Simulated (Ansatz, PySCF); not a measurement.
Ansatz (an electronic-structure program) was given this input:
Ansatz 0.2 input:
```yaml
crystal:
  periodic: [false, false, false]
  atoms:
    - {symbol: Cl, position_ang: [-0.00000000, -0.00000000, -2.11796384]}
    - {symbol: I, position_ang: [0.00000000, 0.00000000, 0.67934689]}
basis:
  gaussian:
    orbitals: def2-SVP
hamiltonian:
  xc: pbe0
magnetization: {spin_polarized: true, initial_magnetization: 2}
accuracy: high
```

Write the same job for PySCF.

Several could match; the one computed here: 
```python
from pyscf import gto, scf, dft

mol = gto.M(
    atom='''
Cl   -0.00000000   -0.00000000   -2.11796384
I     0.00000000    0.00000000    0.67934689
''',
    basis='def2-svp',
    ecp={'I': 'def2-svp'},
    spin=2,
    verbose=4,
)

mf = dft.UKS(mol)
mf.xc = 'pbe0'
mf.grids.atom_grid = (99, 590)
mf.grids.prune = None
mf.kernel()
```

Both were run: Ansatz gave -757.551277 Eh and PySCF -757.551277 Eh, 0.001 mEh apart.
